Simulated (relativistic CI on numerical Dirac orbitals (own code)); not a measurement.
## Radial parameters of Dy⁴²⁺

Computed by Dirac-Coulomb-Breit CI, KLI orbitals optimised for each configuration, QED by a radiative potential, unscaled Slater integrals (own radial code, finite nucleus).

Slater integrals F^k, G^k are unscaled and averaged over j, outside the closed core [Ne]; ζ comes from projecting the Hamiltonian with its Breit term on Σ l·s of the shell.

- 3s²3p⁶3d⁶: F^2(3d,3d) = 514820, F^4(3d,3d) = 332220, ζ(3d) = 130120 cm⁻¹; <r>(3d) = 0.198, <r^2>(3d) = 0.04553 (bohr units).
- 3s²3p⁵3d⁷: ζ(3p) = 984380, F^2(3d,3d) = 513950, F^4(3d,3d) = 331630, F^2(3p,3d) = 447680, G^1(3p,3d) = 480340, G^3(3p,3d) = 319600, ζ(3d) = 128920 cm⁻¹; <r>(3p) = 0.2211, <r^2>(3p) = 0.0566, <r>(3d) = 0.1983, <r^2>(3d) = 0.04567 (bohr units).
- 3s²3p⁴3d⁸: F^2(3p,3p) = 444800, ζ(3p) = 983670, F^2(3d,3d) = 513060, F^4(3d,3d) = 331020, F^2(3p,3d) = 447260, G^1(3p,3d) = 480330, G^3(3p,3d) = 319460, ζ(3d) = 127730 cm⁻¹; <r>(3p) = 0.2213, <r^2>(3p) = 0.05671, <r>(3d) = 0.1986, <r^2>(3d) = 0.04582 (bohr units).

(1) Give the Racah parameters of the d shell in 3s²3p⁶3d⁶.

Averages of the first 10 configurations, taken without configuration mixing, which lowers the lowest level and can move excited configurations by several eV; other configurations of the list can lie among them:

```
Configuration  Parity  States  Average energy above the lowest level (eV)
    3s²3p⁶3d⁶    even     210                                        75.0
    3s²3p⁵3d⁷     odd     720                                       454.8
    3s²3p⁴3d⁸    even     675                                       841.8
     3s3p⁶3d⁷    even     240                                       770.7
       3p⁶3d⁸    even      45                                      1476.1
     3s3p⁵3d⁸     odd     540                                      1149.2
  3s²3p⁶3d⁵4s    even     504                                      1403.5
  3s²3p⁶3d⁵4p     odd    1512                                      1522.0
  3s²3p⁴3d⁷4s    even    3600                                      2153.3
  3s²3p⁶3d⁵4d    even    2520                                      1666.1
```

Results:

(1) B = F²/49 − 5F⁴/441 = 6740 cm⁻¹ and C = 35F⁴/441 = 26367 cm⁻¹.
